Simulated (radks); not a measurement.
All-electron atom: the cobalt ion Co4+ in [Ar] 3d5. All-electron calculation, non-relativistic Kohn-Sham, LDA (Slater exchange, Perdew-Wang correlation), spin-polarised, spherical densities, point nucleus; open shells are filled with parallel spins first. Program: a radial shooting solver on a logarithmic mesh with Libxc functionals.

Normalised radial functions P(r) = r R(r), r in bohr:

```
   r/bohr * 3s down, o 3p up, + 3p down (the largest magnitude, 1.25, reaches the edge; | marks zero, & curves that meet)
 0.002645                             & *
 0.003362                             & *
 0.004274                             &  *
  0.00539                             &  *
 0.006853                             &   *
 0.008711                             &    *
  0.01099                             |&    *
  0.01397                             |&     *
  0.01775                             |&     *
  0.02239                             | &     *
  0.02846                             |  &    *
  0.03618                             |   &   *
  0.04563                             |    & *
  0.05801                             |   *  +o
  0.07375                             *         &
    0.093                        *    |           &
   0.1182                   *         |            +o
   0.1503               *             |             &
   0.1895              *              |          &
    0.241                  *          |     &
   0.3039                           & |
   0.3863                 &           |         *
   0.4911        &                    |                    *
   0.6193   &                         |                          *
   0.7873    &                        |                         *
    1.001         &                   |                  *
    1.262                &            |           *
    1.605                       &     |    *
     2.04                           & | *
    2.572                            &*
     3.27                             &
```

3s down: eigenvalue -155.49 eV, 2 radial nodes at r = 0.0747, 0.317 bohr, <r> = 0.774 bohr, 90 % of the charge inside 1.15 bohr. 3p up: eigenvalue -126.98 eV, 1 radial node at r = 0.286 bohr, <r> = 0.793 bohr, 90 % of the charge inside 1.21 bohr. 3p down: eigenvalue -120.75 eV, 1 radial node at r = 0.285 bohr, <r> = 0.801 bohr, 90 % of the charge inside 1.23 bohr.
